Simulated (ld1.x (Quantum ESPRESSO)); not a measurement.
**What one change does to a pseudopotential (Ga, TM)**

Ga (Z = 31), norm-conserving Troullier–Martins (Kleinman–Bylander form), made with ld1.x (Quantum ESPRESSO) 7.5 (PBE, scalar-relativistic). Core [Ar], reference 3d10 4s2 4p1. Waves: 4s (bound): rc 1.60 bohr; 4p (bound): rc 2.25 bohr; 3d (bound): rc 1.40 bohr. Local part: the d channel. Core correction: none.

All-electron outer shells of the reference configuration (PBE, scalar-relativistic, ld1.x):

```tsv
shell	level (eV)	outermost node (bohr)	outermost maximum (bohr)
3s	-148.13	0.27	0.56
3p	-98.86	0.24	0.56
3d	-19.15	–	0.53
4s	-8.95	0.81	1.90
4p	-2.58	0.87	2.53
```

Change: wave 4p (bound): rc 2.25 bohr becomes 4p (bound): rc 1.44 bohr.

Cutoffs: the cutoffs (Ry, on a coarse ladder) from which the occupation-weighted sum of valence levels, in a spherical-Bessel basis at the reference potential, stays within 10 and 1 mRy of its value at 400 Ry; they do not see the model core or the augmentation charge, which bear on the density cutoff. Errors are all-electron minus pseudo energies relative to the spin-unpolarised reference configuration.

Task: Predict the effect on cutoff, ghosts and configuration errors.

Result: The potential gets neither clearly harder nor softer (160 Ry and 260 Ry → 160 Ry and 260 Ry); both files keep a bound ghost (p, s); the number of tests that count goes from 6 to 7; of the 6 tests that both files solve, the error grows in 2 and shrinks in 2 by more than 15 % and 0.3 meV (median size 5.2 → 2.2 meV).

| quantity | base | changed |
| --- | --- | --- |
| cutoff, loose | 160 Ry | 160 Ry |
| cutoff, tight | 260 Ry | 260 Ry |
| loose cutoff by channel (10 mRy a level) | s 18 Ry, p 6 Ry, d 140 Ry | s 18 Ry, p 50 Ry, d 140 Ry |
| bound ghosts | s, p | s, p |
| tests counted (converged, no solver errors) | 6 of 7 | 7 of 7 |
| error for 3d10 4s2 4p0, meV [ΔE 5.69 eV] | +0.1 | +1.2 |
| error for 3d10 4s1 4p0, meV [ΔE 26.82 eV] | +17 | +21 |
| error for 3d10 4s0 4p0, meV [ΔE 58.09 eV] | +103 | +108 |
| error for 3d10 4s1 4p2, meV [ΔE 6.54 eV] | +1.8 | +0.5 |
| error for 3d10 4s2 4p1.3, meV [ΔE -0.53 eV] | +0.1 | 0.0 |
| error for 3d10 4s0 4p3, meV [ΔE 13.37 eV] | +8.6 | +3.1 |

Base: Tests not counted: 3d9 4s2 4p2 (solver errors, printed error -14.9 eV). A true bound ghost makes a file unfit for plane-wave use even where its test errors are small: the radial tests pick states by their node count and pass the ghost by. Where a test does run into it, the solver fails or the error is huge.
